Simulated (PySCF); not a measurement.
Al(H)(Me)(iPr), SMILES [CH3][AlH][CH](C)C (C4H11Al), GFN2-xTB optimised geometry. Atoms within 1.6 Å of the plane z = 0.0 Å (x, y, z in Å): Al1 (-0.74, -0.09, 0.00), H2 (-1.36, -1.52, -0.03), C3 (-1.95, 1.49, 0.00), H4 (-1.68, 2.23, 0.76), H5 (-2.99, 1.19, 0.21), H6 (-1.97, 2.02, -0.95), C7 (1.28, -0.09, 0.00), C8 (1.90, 0.89, -1.00), C9 (1.70, -1.54, -0.32), H10 (1.71, 0.16, 0.99), H11 (2.99, 0.88, -0.96), H13 (1.56, 1.91, -0.80), H14 (1.22, -2.23, 0.38), H15 (2.78, -1.67, -0.25), H16 (1.38, -1.81, -1.32).

Computed with PBE0/def2-TZVP in PySCF. Cells within 0.4 Å of a nucleus heavier than hydrogen are left out (blank, or x).

Map of the deformation density (molecule minus spherical neutral atoms) (e/bohr³) on the plane z = 0.0 Å:

```
|1111111111111111111111111111111|
|1111111111111111111111111111111|
|1111111111111111111111111111111|
|1111111000000011111111111111111|
|1111100000000000110000111111111|
|1111000000000000000000001111111|
|1110000000000000000000000011111|
|1100000000000000000000000001111|
|1000000001100000000000000000111|
|1000000003200000000000000000011|
|100000244xx00000000000000000011|
|100000697xx32100000000000000001|
|0000004644763100000000000000001|
|1000000123542001110010000000001|
|1000000011220002341221000000001|
|100000000000xx0357xxx0000000011|
|110000000000xx0245xx20000000011|
|1110000001122101222652000000011|
|1110000011355200002552100000001|
|11110000114862100002x2430000001|
|11110000112532100026x4761000001|
|1111100000011100004962330000001|
|1111110000000000002530000000011|
|1111111100000000000100000000011|
|1111111110000000000000000000111|
|1111111111110000000000000001111|
|1111111111111100000000000011111|
|1111111111111111000000001111111|
|1111111111111111111001111111111|
|1111111111111111111111111111111|
|1111111111111111111111111111111|
```
Scale: ten equal steps from -0.009 (start of '0') to 0.084 (end of '9'), in the order '0123456789'; x runs from -5.00 to 5.00, y from -5.00 (bottom) to 5.00 (top).
